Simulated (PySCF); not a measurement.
Sn(F)(Cl)(OH)2 (ClFH2O2Sn), SMILES [OH][Sn]([OH])([F])[Cl].

Geometry optimised at PBE0-D3(BJ)/def2-SVP. The structure was generated by enumeration; whether it is a known compound was not checked. The def2 effective core potentials stand for the cores of Sn; spin–orbit coupling is left out. One conformer was computed; it need not be the lowest.

The numbers are results of IEF-PCM-M06-2X/def2-SVP in PySCF 2.14.0, not measurements.

The values are the electrostatic part of the solvation free energy, E(continuum) − E(gas) at the gas-phase geometry, in a cavity of scaled van der Waals radii (PySCF's table); cavitation and dispersion terms are not included. A continuum can't describe solvent molecules that bind to the metal. In vacuum the orbital gap is 9.75 eV. The dipole moment in vacuum is 2.06 D.

Question: Estimate the values in water (ε = 78.36), 1-octanol (ε = 9.86), acetone (ε = 20.49). (An estimate is asked for; the answer gives what the named calculation found.)

Answer: 
```tsv
solvent	ε	ΔG(elec) (kcal/mol)	dipole (D)	gap (eV)
water	78.36	-10.2	2.54	9.85
1-octanol	9.86	-8.8	2.47	9.84
acetone	20.49	-9.6	2.51	9.85
```
